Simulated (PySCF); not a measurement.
PySCF input file for C2H4GeN2, SMILES N#C/N=[CH]\[GeH3], PBE0-D3(BJ)/def2-SVP. Coordinates come from a PBE0-D3(BJ)/def2-SVP optimisation. The structure was generated by enumeration; whether it is a known compound was not checked.

```python
import numpy as np
from pyscf import gto, scf, dft, df
from pyscf.hessian import thermo

mol = gto.M(
    atom='''
    N     2.67320596   -0.89088415   -0.80834855
    C     2.05307074   -0.02676387   -0.33500595
    N     1.46964501    1.03395784    0.21908050
    C     0.21298413    1.10622306    0.44850347
    Ge   -1.18368726   -0.24639061    0.07874550
    H    -0.11408634    2.05149793    0.91279774
    H    -1.81348281   -0.61916061    1.42949025
    H    -2.23753802    0.43280770   -0.80888732
    H    -0.55318632   -1.45891646   -0.60936550
    ''',
    basis='def2-SVP',
    charge=0,
    spin=0,
    max_memory=1600,
    verbose=3,
)
mf = dft.RKS(mol, xc='pbe0').density_fit(auxbasis='def2-universal-jkfit')
mf.disp = 'd3bj'
mf.grids.level = 3
mf.conv_tol = 1e-11
mf.max_cycle = 100
mf.kernel()

# [left out here: the lines that compute and print the analytic Hessian (its translational invariance restored by hand, since the grid's response is missing), thermochemistry and intensities]
```

Program output:

```
converged SCF energy = -2264.17726451785

WARN: DFTD3 does not support analytical Hessian, using finite difference


WARN: Mole.unit (angstrom) is changed to Bohr

Mode                                 0                   1                   2
Irrep
Freq [cm^-1]                      -16.8952            110.8934            267.6375
Reduced mass [au]                   1.0660             11.0059              3.7438
Force const [Dyne/A]               -0.0002              0.0797              0.1580
Char temp [K]                     -24.3085            159.5510            385.0707
Normal mode                   x     y     z       x     y     z       x     y     z
       0   N                -0.00  0.02 -0.05    0.19  0.05 -0.01   -0.01  0.04 -0.10
       1   C                 0.00  0.00 -0.01    0.08 -0.02 -0.02    0.02 -0.05  0.11
       2   N                 0.00 -0.01  0.02    0.01 -0.05 -0.03    0.02 -0.05  0.11
       3   C                 0.01 -0.01  0.03    0.02 -0.05 -0.02   -0.02  0.06 -0.13
       4  Ge                -0.00 -0.00  0.00   -0.05  0.01  0.01    0.00 -0.00  0.00
       5   H                 0.01 -0.02  0.05    0.03 -0.04 -0.02   -0.04  0.11 -0.25
       6   H                -0.39  0.41 -0.07   -0.03  0.04  0.03    0.19  0.11  0.12
       7   H                 0.29 -0.15 -0.46   -0.05  0.06  0.04   -0.15 -0.18  0.05
       8   H                 0.09 -0.23  0.48   -0.13 -0.02 -0.01    0.01 -0.04  0.09
Mode                                 3                   4                   5
Irrep
Freq [cm^-1]                      300.4720            461.2970            485.5076
Reduced mass [au]                   4.5586              1.6446              1.7069
Force const [Dyne/A]                0.2425              0.2062              0.2371
Char temp [K]                     432.3123            663.7037            698.5373
Normal mode                   x     y     z       x     y     z       x     y     z
       0   N                -0.08 -0.03  0.00    0.01 -0.03  0.06    0.00 -0.03 -0.01
       1   C                 0.11  0.09  0.02   -0.02  0.06 -0.13    0.06  0.01 -0.01
       2   N                 0.10  0.09  0.03    0.01 -0.03  0.07    0.06  0.02  0.00
       3   C                 0.08 -0.05 -0.03   -0.00  0.00 -0.01    0.06  0.11  0.04
       4  Ge                -0.03 -0.02 -0.00   -0.00  0.01 -0.01   -0.04 -0.01 -0.00
       5   H                -0.02 -0.08 -0.03    0.04 -0.13  0.28    0.18  0.14  0.05
       6   H                 0.01  0.14  0.06    0.35  0.24  0.23   -0.04 -0.30 -0.09
       7   H                 0.02  0.15  0.07   -0.29 -0.33  0.08   -0.09 -0.31 -0.15
       8   H                -0.29 -0.14 -0.02    0.00 -0.10  0.19    0.48  0.23  0.03
Mode                                 6                   7                   8
Irrep
Freq [cm^-1]                      591.0111            639.1128            733.0740
Reduced mass [au]                   5.6605              2.6995              3.0416
Force const [Dyne/A]                1.1649              0.6497              0.9630
Char temp [K]                     850.3334            919.5410           1054.7302
Normal mode                   x     y     z       x     y     z       x     y     z
       0   N                 0.05  0.05  0.01   -0.01  0.02 -0.04   -0.00  0.04  0.02
       1   C                -0.17 -0.09 -0.01    0.02 -0.06  0.13   -0.09 -0.03  0.00
       2   N                 0.08  0.06  0.01   -0.02  0.05 -0.11    0.06  0.06  0.02
       3   C                 0.08  0.09  0.03    0.02 -0.05  0.11    0.03 -0.17 -0.08
       4  Ge                -0.01 -0.02 -0.01   -0.00  0.01 -0.02   -0.00  0.02  0.01
       5   H                 0.10  0.09  0.03    0.02 -0.05  0.11   -0.11 -0.22 -0.08
       6   H                 0.02  0.13  0.05    0.29  0.15  0.17    0.04 -0.22 -0.04
       7   H                 0.03  0.13  0.06   -0.24 -0.25  0.09    0.01 -0.18 -0.14
       8   H                -0.19 -0.10 -0.02    0.03 -0.10  0.19    0.28  0.14  0.02
Mode                                 9                  10                  11
Irrep
Freq [cm^-1]                      808.0426            866.3100            882.1467
Reduced mass [au]                   1.0391              1.0610              1.0271
Force const [Dyne/A]                0.3997              0.4691              0.4709
Char temp [K]                    1162.5934           1246.4272           1269.2127
Normal mode                   x     y     z       x     y     z       x     y     z
       0   N                -0.00 -0.00 -0.00    0.00 -0.00  0.01    0.00 -0.00 -0.00
       1   C                 0.00  0.00  0.00   -0.01  0.02 -0.03   -0.01 -0.01 -0.00
       2   N                -0.01 -0.01 -0.00    0.00 -0.01  0.02    0.01  0.01  0.00
       3   C                -0.01 -0.01 -0.00    0.01 -0.01  0.03    0.00 -0.02 -0.01
       4  Ge                -0.01 -0.01 -0.00   -0.00  0.01 -0.01    0.01 -0.01 -0.00
       5   H                 0.02  0.00 -0.00   -0.05  0.14 -0.32   -0.02 -0.03 -0.01
       6   H                 0.34  0.37  0.25    0.08 -0.39 -0.06   -0.54  0.35 -0.15
       7   H                 0.30  0.48  0.03   -0.04  0.29  0.29   -0.42  0.04  0.51
       8   H                 0.51  0.26  0.02    0.12 -0.29  0.62    0.28  0.15  0.01
Mode                                12                  13                  14
Irrep
Freq [cm^-1]                      922.2939            998.1315           1366.2798
Reduced mass [au]                   1.2628              5.8045              1.2547
Force const [Dyne/A]                0.6329              3.4071              1.3800
Char temp [K]                    1326.9756           1436.0890           1965.7725
Normal mode                   x     y     z       x     y     z       x     y     z
       0   N                -0.00  0.00 -0.01    0.08 -0.11 -0.06   -0.01  0.02  0.01
       1   C                 0.01 -0.02  0.05    0.03 -0.08 -0.04    0.00  0.01  0.00
       2   N                -0.00  0.01 -0.02   -0.01  0.15  0.07    0.03 -0.07 -0.03
       3   C                -0.02  0.05 -0.11   -0.09  0.02  0.02    0.06  0.07  0.02
       4  Ge                 0.00 -0.00  0.00    0.00  0.00  0.00   -0.00  0.00  0.00
       5   H                 0.11 -0.30  0.70   -0.32 -0.05  0.03   -0.85 -0.24  0.03
       6   H                -0.05 -0.23 -0.08    0.02 -0.01  0.01    0.00 -0.01  0.01
       7   H                 0.06  0.21  0.10    0.02  0.01 -0.02   -0.00 -0.00 -0.01
       8   H                 0.05 -0.11  0.23   -0.01 -0.00  0.00    0.05  0.02 -0.00
Mode                                15                  16                  17
Irrep
Freq [cm^-1]                     1724.3546           2173.7841           2177.5403
Reduced mass [au]                  11.8471              1.0140              1.0243
Force const [Dyne/A]               20.7546              2.8229              2.8616
Char temp [K]                    2480.9624           3127.5914           3132.9956
Normal mode                   x     y     z       x     y     z       x     y     z
       0   N                 0.02 -0.03 -0.01   -0.00  0.00  0.00   -0.00  0.00  0.00
       1   C                -0.00 -0.00 -0.00    0.00 -0.00 -0.00    0.00 -0.00  0.00
       2   N                -0.18  0.04  0.05    0.00  0.00  0.00   -0.00  0.00 -0.00
       3   C                 0.20 -0.00 -0.03   -0.00 -0.00 -0.00    0.00 -0.00  0.00
       4  Ge                -0.00 -0.00  0.00    0.01  0.00 -0.00    0.00 -0.01  0.01
       5   H                 0.01 -0.08 -0.03    0.01 -0.00 -0.00    0.00  0.00 -0.00
       6   H                -0.00 -0.00 -0.00   -0.30 -0.18  0.67    0.27  0.15 -0.55
       7   H                -0.00 -0.01  0.00   -0.41  0.28 -0.37   -0.53  0.33 -0.43
       8   H                 0.03 -0.00 -0.01    0.09 -0.14 -0.09    0.01 -0.03  0.01
Mode                                18                  19                  20
Irrep
Freq [cm^-1]                     2211.5095           2355.6273           3113.1562
Reduced mass [au]                   1.0230             12.5900              1.0893
Force const [Dyne/A]                2.9478             41.1612              6.2199
Char temp [K]                    3181.8697           3389.2233           4479.1386
Normal mode                   x     y     z       x     y     z       x     y     z
       0   N                -0.00  0.00  0.00    0.08 -0.12 -0.06    0.00 -0.00 -0.00
       1   C                 0.00 -0.00 -0.00   -0.12  0.17  0.09   -0.00  0.00  0.00
       2   N                 0.00 -0.00 -0.00    0.02 -0.02 -0.01   -0.00 -0.00  0.00
       3   C                -0.00  0.00  0.00    0.00 -0.00 -0.00    0.03 -0.07 -0.03
       4  Ge                -0.01  0.01  0.01   -0.00  0.00  0.00    0.00  0.00  0.00
       5   H                 0.00  0.01  0.00    0.01 -0.01 -0.01   -0.28  0.82  0.40
       6   H                 0.04  0.05 -0.11   -0.00 -0.00  0.00   -0.00 -0.00  0.00
       7   H                 0.09 -0.05  0.09   -0.00 -0.00 -0.00   -0.00 -0.00 -0.00
       8   H                 0.40 -0.77 -0.44    0.01 -0.01 -0.01   -0.00  0.00  0.00
temperature 298.1500 [K]
pressure 101325.00 [Pa]
Rotational constants [GHz] 7.89922 1.67888 1.40910
Symmetry number 1
Zero-point energy (ZPE) 0.05283 [Eh]   138696.128 [J/mol]
                           tot       elec      trans        rot        vib
Entropy [J/mol/K]       323.559      0.000    169.327    113.990     40.242
Cv [J/mol/K]             81.279      0.000     12.472     12.472     56.335
Cp [J/mol/K]             89.593      0.000     20.786     12.472     56.335
Internal energy [J/mol]                      3718.434   3718.434 146003.111
Internal energy [Eh]   -2264.11882  -2264.17726
Enthalpy [J/mol]                             6197.391   3718.434 146003.111
Enthalpy [Eh]          -2264.11788
Gibbs free energy [J/mol]                  -44287.354 -30267.821 134005.095
Gibbs free energy [Eh] -2264.15462
mode   freq/cm-1   IR/(km/mol)
   1      -16.90         0.426
   2      110.89         3.419
   3      267.64         0.123
   4      300.47         3.627
   5      461.30        19.014
   6      485.51        12.992
   7      591.01        11.250
   8      639.11         6.102
   9      733.07        18.416
  10      808.04       137.851
  11      866.31        41.188
  12      882.15        22.933
  13      922.29         4.054
  14      998.13         8.121
  15     1366.28        17.743
  16     1724.35        61.323
  17     2173.78        56.458
  18     2177.54        84.745
  19     2211.51        42.962
  20     2355.63        44.296
  21     3113.16         7.180
max |gradient| / (hartree/bohr): 4.46383030208091e-05
APT charges: [-0.3338  0.3232 -0.4807  0.2072  0.9121 -0.0103 -0.2126 -0.2135 -0.1916]
```

Self-consistency was reached. The end point has an imaginary mode, so it is no minimum.
